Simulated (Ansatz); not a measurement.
The lowest singlet and triplet of CClF (SMILES F[C]Cl); geometries from B3LYP-D3(BJ)/def2-TZVP, each state relaxed from the structure named, with no frequency check.
Singlet (charge 0, multiplicity 1):
```xyz
3

F     -1.4791    -0.2281     0.0000
C     -0.5683     0.6961     0.0000
Cl     0.9836    -0.1249     0.0000
```
Triplet (charge 0, multiplicity 3):
```xyz
3

F     -1.611    -0.206     0.000
C     -0.527     0.540     0.000
Cl     1.039    -0.081     0.000
```

A positive gap puts the triplet lower; no zero-point energy. R- takes a restricted singlet. The triplet is unrestricted in single-reference levels.

Frozen-core correlation.

Run with Ansatz (a first-principles code) with Gaussian orbitals. 

Question: One of these levels gives -37.58 kcal/mol for the gap E(singlet) − E(triplet), adiabatic. Which?
A. R-PBE/def2-TZVPP
B. R-SCS-MP2/cc-pV(Q+d)Z
C. R-HF/cc-pV(T+d)Z

Answer: B, R-SCS-MP2/cc-pV(Q+d)Z. The others give -11.16 (R-HF/cc-pV(T+d)Z), -32.65 (R-PBE/def2-TZVPP)

Doubts at one or more of the structures used: a restricted determinant that unrestricted orbitals would lower (R-HF/cc-pV(T+d)Z, R-SCS-MP2/cc-pV(Q+d)Z).
